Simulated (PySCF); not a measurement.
## Electron correlation in Ar²⁺ (argon, charge +2)

[Ne] 3s2 3p4, high-spin 3P determinant. Calculation: PySCF 2.14, in Sapporo-DZP-2012 (5s4p2d, 27 functions); scalar relativity by spin-free X2C-1e. Frozen: [Ne]; 6 electrons correlated.

MP2 pair energies summed by pair of shells (mhartree):

```json
{"pair": "3p-3p", "energy": "-47.71", "share (%)": "50.6"}
{"pair": "3s-3p", "energy": "-39.87", "share (%)": "42.3"}
{"pair": "3s-3s", "energy": "-6.68", "share (%)": "7.1"}
```

Total MP2 correlation energy: -94.26 mhartree.

Same-spin part -23.96 and opposite-spin part -70.30 mhartree; SCS-MP2 scales them by 1/3 and 6/5 to -92.35 mhartree.

```csv
level,correlation energy (mhartree)
CCSD,-116.73
(T),-1.29
CCSD(T),-118.02
```

Diagnostics: T1 = 0.0074, D1 = 0.0251, largest double amplitude 0.061.

Cost of the coupled-cluster step: 0.27 s of wall time on 1 thread of Neoverse-N1 (shared host), for 6 correlated electrons.

Iterations:

```
CC2 = 0
CCSD nocc = (np.int64(4), np.int64(2)), nmo = (22, 22)
frozen orbitals [[0, 1, 2, 3, 4], [0, 1, 2, 3, 4]]
max_cycle = 100
direct = 0
conv_tol = 1e-08
conv_tol_normt = 1e-06
diis_space = 8
diis_start_cycle = 0
Init t2, MP2 energy = -0.0942649876647223
Init E_corr(UCCSD) = -0.0942649876663952
cycle = 1  E_corr(UCCSD) = -0.111056399779143  dE = -0.0167914121  norm(t1,t2) = 0.0394918
cycle = 2  E_corr(UCCSD) = -0.114898724019031  dE = -0.00384232424  norm(t1,t2) = 0.0132734
cycle = 3  E_corr(UCCSD) = -0.116755256209962  dE = -0.00185653219  norm(t1,t2) = 0.00531457
cycle = 4  E_corr(UCCSD) = -0.11672702769805  dE = 2.82285119e-05  norm(t1,t2) = 0.000542039
cycle = 5  E_corr(UCCSD) = -0.116734636909837  dE = -7.60921179e-06  norm(t1,t2) = 9.07835e-05
cycle = 6  E_corr(UCCSD) = -0.116733863106598  dE = 7.7380324e-07  norm(t1,t2) = 1.33535e-05
cycle = 7  E_corr(UCCSD) = -0.116734071673757  dE = -2.08567159e-07  norm(t1,t2) = 1.95253e-06
cycle = 8  E_corr(UCCSD) = -0.116733994536445  dE = 7.71373114e-08  norm(t1,t2) = 3.68321e-07
cycle = 9  E_corr(UCCSD) = -0.116734004360035  dE = -9.82358973e-09  norm(t1,t2) = 6.95493e-08
UCCSD converged
E(UCCSD) = -526.9610156193091  E_corr = -0.1167340043600351
UCCSD(T) correction = -0.00128655124797118
```
